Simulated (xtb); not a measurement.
4-tert-butylpyridine (C₉H₁₃N), SMILES CC(C)(C)c1ccncc1. All values are semi-empirical tight-binding results from xtb (GFN2-xTB unless named), good for trends rather than for accurate numbers. Geometry optimised at GFN2-xTB.

Optimised geometry:

```xyz
23

C     -2.1850    -0.6473     1.0024
C     -1.4340     0.0990    -0.1031
C     -1.8566    -0.4876    -1.4573
C     -1.8196     1.5829    -0.0339
C      0.0735    -0.0232     0.0332
C      0.6974    -0.7365     1.0511
C      2.0827    -0.7918     1.0926
N      2.8698    -0.2015     0.2125
C      2.2844     0.4785    -0.7593
C      0.9125     0.5969    -0.8919
H     -1.9617    -1.7115     0.9773
H     -1.9321    -0.2508     1.9831
H     -3.2564    -0.5261     0.8580
H     -1.4027     0.0539    -2.2830
H     -2.9375    -0.4318    -1.5669
H     -1.5560    -1.5311    -1.5272
H     -2.8988     1.6918    -0.1165
H     -1.3582     2.1505    -0.8372
H     -1.5008     2.0114     0.9138
H      0.1325    -1.2493     1.8116
H      2.5880    -1.3407     1.8772
H      2.9535     0.9505    -1.4675
H      0.5096     1.1693    -1.7130
```

The point group as xtb finds it is Cs. The orbital gap is 3.27 eV, the dipole moment is 2.86 D and the zero-point energy is 123.7 kcal/mol. The G − E(el) at 298.15 K (modified RRHO) comes out as 102.0 kcal/mol and the static polarisability (D4 model) is 109.7 bohr³. The solvation energy, GFN2-xTB/ALPB(water) is -3.0 kcal/mol and the solvation energy, GFN2-xTB/ALPB(methanol) is -7.4 kcal/mol.

Q: Give the IR lines (harmonic; lines under 4 % of the strongest left out, lines within 3 cm⁻¹ merged). (The exact figures need the calculation; the answer reports its results.)

A: ν (cm⁻¹): 552 (w), 731 (w), 798 (w), 885 (w), 1111 (w), 1147 (w), 1228 (w), 1232 (w), 1283 (w), 1291 (w), 1376 (w), 1406 (w), 1518 (w), 1557 (w), 1587 (vs), 3026 (m), 3033 (vs), 3037 (s), 3041 (m), 3046 (w), 3050 (vs), 3090 (m), 3114 (m) (against the strongest line: vs over 80 %, s over 45 %, m over 15 %, w over 4 %, vw less)

Q: Give the atomic charges and the Wiberg bond orders between heavy atoms. (The exact figures need the calculation; the answer reports its results.)

A: charges (e) C1 -0.11, C2 0.02, C3 -0.10, C4 -0.10, C5 0.03, C6 -0.05, C7 0.06, N8 -0.23, C9 0.06, C10 -0.05, H11 0.04, H12 0.04, H13 0.04, H14 0.04, H15 0.04, H16 0.03, H17 0.04, H18 0.04, H19 0.03, H20 0.04, H21 0.03, H22 0.03, H23 0.03. Bond orders C1–C2 1.00, C2–C3 0.99, C2–C4 0.99, C2–C5 0.99, C5–C6 1.42, C6–C7 1.43, C7–N8 1.44, N8–C9 1.43, C5–C10 1.40, C9–C10 1.44.
